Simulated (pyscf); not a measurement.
PySCF, gas phase, ωB97X-D3(BJ)/def2-SVP geometries.

### Question
How much does it cost (ΔH, 298 K, ωB97M-D3(BJ)/def2-TZVP) to split H₃C–In(CH₃)–TeH at its In–Te bond into [H₃C–In–CH₃]• + TeH•?

### Answer
In–Te to [H₃C–In–CH₃]• + TeH•: 63.2 kcal/mol. The 7 functionals that were run give +57.8 (M06-2X) to +76.0 kcal/mol (ωB97X-D3(BJ)/def2-TZVP). The radicals are drawn with the spin at the cut bond; how far it spreads was not checked. Other isomers of [H₃C–In–CH₃]• were not searched in full and may lie lower. Left out: the spin-orbit lowering of TeH, which is large for Br, Se, Te and I. Elements past Kr carry the def2 core potentials, without spin-orbit coupling.
